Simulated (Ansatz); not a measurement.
Ansatz (an electronic-structure program) input (CCSD(T)/cc-pwCVTZ):
A basis named .json is the Basis Set Exchange file of that set.

Ansatz 0.2 input:
```yaml
crystal:
  periodic: [false, false, false]
  atoms:
    - {symbol: O, position_ang: [-1.21346238, -0.49365401, 0.06991401]}
    - {symbol: S, position_ang: [-0.11286175, 0.45810328, -0.01665189]}
    - {symbol: F, position_ang: [1.27927632, -0.37560225, -0.03254241]}
basis:
  gaussian:
    orbitals: cc-pwCVTZ.json
magnetization: {spin_polarized: true, initial_magnetization: 1}
correlation: {method: ccsd_t, electrons: outside_noble_gas}
```

Output:

```
Functional definition: HF
integrals: 0.52 GiB planned
881 factors; integrals over basis functions are off by at most 1.3e-3 eV
mean field: 0.44 GiB planned
mean field evaluation 1: about -15558.4198 eV, gradient 2.9e1 eV
mean field evaluation 2: about -15558.4335 eV, gradient 2.9e1 eV
mean field evaluation 4: about -15561.5085 eV, gradient 3.2e0 eV
mean field evaluation 8: about -15561.6093 eV, gradient 3.0e-1 eV
mean field evaluation 16: about -15561.6157 eV, gradient 1.9e-6 eV
mean field -15561.61569099 eV, -571.8788286017 hartree, gradient 1.9e-6 eV, S^2 0.783626; 0 other end points of the search recorded, 0 dependent functions left out
7 core orbitals not correlated
reference -15561.61569099 eV, -571.8788286017 hartree; 10, 9 occupied and 128, 129 virtual orbitals, 881 factors
second order -18.09490048 eV of doubles, -0.00000000 eV of singles
coupled cluster: 1.37 GiB planned
cycle   1  -17.58867928 eV  change    5.1e-1 eV  update   1.2e-1
cycle   2  -18.12901109 eV  change   -5.4e-1 eV  update   4.0e-2
cycle   3  -18.27262078 eV  change   -1.4e-1 eV  update   2.2e-2
cycle   4  -18.26019964 eV  change    1.2e-2 eV  update   7.7e-3
cycle   5  -18.25830184 eV  change    1.9e-3 eV  update   4.5e-3
cycle   6  -18.26105787 eV  change   -2.8e-3 eV  update   1.6e-3
cycle   7  -18.26108632 eV  change   -2.8e-5 eV  update   8.6e-4
cycle   8  -18.26112546 eV  change   -3.9e-5 eV  update   2.7e-4
cycle   9  -18.26120089 eV  change   -7.5e-5 eV  update   1.4e-4
cycle  10  -18.26114422 eV  change    5.7e-5 eV  update   5.0e-5
cycle  11  -18.26114041 eV  change    3.8e-6 eV  update   2.2e-5
perturbative correction -0.79249739 eV, -0.0291237419 hartree
Total energy: -15580.66932879 eV, -572.5790368760 hartree
```

It need not be the lowest isomer of its formula.
